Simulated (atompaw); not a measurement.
# Before and after: PAW (atompaw) potential for Ti (Z = 22)

```
Element                 : Ti
Generator               : atompaw 4.2.0.5
Type                    : PAW
Functional              : PBE
Relativity              : scalar-relativistic
Frozen core             : [Ne]
Valence charge          : 12
Reference configuration : 3s2 3p6 3d2 4s1 4p0 (charge +1)
Partial waves           : 3s (bound): rc 1.60 bohr; 4s (bound): rc 2.15 bohr; 3p (bound): rc 1.90 bohr; 4p (bound, empty): rc 2.15 bohr; 3d (bound): rc 2.15 bohr; 3d channel at 0.15 Ry: rc 2.15 bohr
Local potential         : bessel scheme, radius 1.65 bohr
Core correction         : smooth core density matched at 1.40 bohr
Augmentation charge     : besselshape compensation charge, radius 1.85 bohr; PAW radius 2.15 bohr; waves and projectors: custom polynom2 7 10 vanderbiltortho
```

All-electron outer shells of the reference configuration (PBE, scalar-relativistic, ld1.x):

```tsv
shell	level (eV)	outermost node (bohr)	outermost maximum (bohr)
2p	-451.51	–	0.22
3s	-69.92	0.40	0.87
3p	-46.15	0.37	0.90
3d	-11.37	–	0.98
4s	-10.35	1.24	2.74
4p	-6.61	1.37	3.35
```

Change: reference 3s2 3p6 3d3 4s1 4p0.

Cutoffs: the cutoffs (Ry, on a coarse ladder) from which the occupation-weighted sum of valence levels, in a spherical-Bessel basis at the reference potential, stays within 10 and 1 mRy of its value at 400 Ry; they do not see the model core or the augmentation charge, which bear on the density cutoff.

What does the change do?

The potential gets neither clearly harder nor softer (21 Ry and 25 Ry → 21 Ry and 25 Ry); the range in which the p phases agree narrows (upper end at the end of the scan → 2.0); the range in which the d phases agree widens (upper end 2.2 → 3.4); neither file shows a bound ghost.

| quantity | base | changed |
| --- | --- | --- |
| cutoff, loose | 21 Ry | 21 Ry |
| cutoff, tight | 25 Ry | 25 Ry |
| bound ghosts | none | none |
| s: phases at 2.16 bohr within 0.05 rad from the reference energy up to (Ry; the scan ends near 5) | to the end of the scan | to the end of the scan |
| p: phases at 2.16 bohr within 0.05 rad from the reference energy up to (Ry; the scan ends near 5) | to the end of the scan | 2.0 |
| d: phases at 2.16 bohr within 0.05 rad from the reference energy up to (Ry; the scan ends near 5) | 2.2 | 3.4 |
| lowest overlap eigenvalue by channel | s 0.58, p 0.79, d 0.93 | s 0.58, p 0.79, d 0.94 |

 The cutoffs see the waves, projectors and local potential, not the compensation charge or the core.
